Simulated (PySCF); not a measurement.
C2H6BF3Si, SMILES BCC[Si](F)(F)F (GFN2-xTB optimised geometry):

```
13

B      0.684    -0.186    -3.410
C     -0.705    -0.425    -2.724
C     -0.696    -1.152    -1.364
Si     0.138    -0.173     0.000
F     -0.238    -0.660     1.467
F      1.726    -0.173     0.000
F     -0.238     1.373     0.000
H      1.661    -0.663    -2.985
H      0.723     0.450    -4.389
H     -1.238     0.525    -2.618
H     -1.320    -1.006    -3.422
H     -0.202    -2.118    -1.485
H     -1.726    -1.373    -1.067
```

Calculation: PBE/def2-TZVP (PySCF 2.14.0).

What are the frontier orbital energies and the dipole moment?

HOMO-2 -8.54 eV, HOMO-1 -8.16 eV, HOMO -7.96 eV, LUMO -2.83 eV, LUMO+1 -0.27 eV; dipole moment 3.18 D.

Meta-Löwdin charges at PBE/def2-TZVP: B1 0.01, C2 -0.31, C3 -0.49, Si4 1.58, F5 -0.47, F6 -0.47, F7 -0.47, H8 0.02, H9 0.02, H10 0.14, H11 0.15, H12 0.14, H13 0.14.
